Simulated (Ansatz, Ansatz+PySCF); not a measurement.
```xyz
2

Al   -0.0475    0.0084   -1.2227
Si   -0.0210    0.0411    1.2289
```

Basis set: def2-SVP (spherical functions). Correlated methods keep 10 orbitals frozen. Correlation on ROHF uses semicanonical orbitals with singles. Charge 0, multiplicity 4.

Computed with Ansatz (development build ahead of 0.2.0); each method stands on the lowest determinant of its kind that the runs found.

The atomization energy at this shape (free ground-state atoms in the same class of orbitals less the molecule, no zero-point energy) of quartet AlSi:

```json
{"method": "UHF-CCSD(T)", "atomization energy": "2.29 eV"}
{"method": "ROHF-MP2", "atomization energy": "2.29 eV"}
{"method": "ROHF", "atomization energy": "1.73 eV"}
```

Problem. What does UHF give?

Solution. 1.63 eV.
